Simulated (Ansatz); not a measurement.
Isomers of In$_{3}$As$_{3}$⁺ (doublet), relaxed with PBE-D4/def2-SVP; total energies from Ansatz at PBE0-D4/def2-TZVP.

```json
{"isomer": "A", "description": "point group Cs; 5 × As–In 2.83 to 3.00 Å; 3 × As–As 2.42 to 2.61 Å; 1 × In–In 3.25 Å", "energy (Eh)": "-7277.22828"}
{"isomer": "B", "description": "point group Cs; 5 × As–In 2.91 to 2.93 Å; 2 × As–As 2.35 to 2.42 Å", "energy (Eh)": "-7277.21072"}
```

In the def2 sets In takes a core potential; there is no spin–orbit coupling.

The isomers come from a short search, and lower ones may exist.

Question: Work out the relative energies (1 Eh = 2625.5 kJ/mol) and the Boltzmann populations at 1200 K from electronic energies alone (R = 8.314 J/mol/K).

Answer: ΔE: A 0.0, B 46.1 kJ/mol. RT = 9.98 kJ/mol. Factors exp(−ΔE/RT): A 1, B 0.00986; sum 1.010. Populations: A 99.0 %, B 1.0 %. Zero-point energy, vibrational entropy and symmetry numbers are left out and can shift these; an error of 4 kJ/mol changes a ratio by a factor of 1.5. Over the other density-functional and correlated levels in def2 sets, the gap between A and B ranges from 41 to 43 kJ/mol.
